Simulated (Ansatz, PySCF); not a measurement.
Dimer: H2O (SMILES O) (first 3 atoms) with CHN (SMILES C#N); geometry from B3LYP-D3(BJ)/def2-TZVP, rigid monomers moved along the line of their centres of mass till H3···N5 is 2.96 Å.
(charge 0, multiplicity 1):
```json
[
 {"atom": "O", "x (Å)": "-0.1430", "y (Å)": "0.0652", "z (Å)": "-0.6573"},
 {"atom": "H", "x (Å)": "0.7913", "y (Å)": "-0.0607", "z (Å)": "-0.8478"},
 {"atom": "H", "x (Å)": "-0.2007", "y (Å)": "0.0722", "z (Å)": "0.3079"},
 {"atom": "C", "x (Å)": "-0.3069", "y (Å)": "0.0820", "z (Å)": "4.3992"},
 {"atom": "N", "x (Å)": "-0.1668", "y (Å)": "0.0644", "z (Å)": "3.2636"},
 {"atom": "H", "x (Å)": "-0.4387", "y (Å)": "0.0986", "z (Å)": "5.4580"}
]
```

Interaction energies are E(AB) − E(A) − E(B) at the monomers' geometry in the complex; basis-set methods are counterpoise corrected.

Correlated levels freeze the cores.

Codes used: Ansatz (a program for electronic structure) with Gaussian orbitals; PySCF for the dispersion terms. Values without a source in brackets are computed.

Problem. What interaction energy does r2SCAN-D3(BJ)/def2-TZVPPD give?

Solution. -2.2 kcal/mol
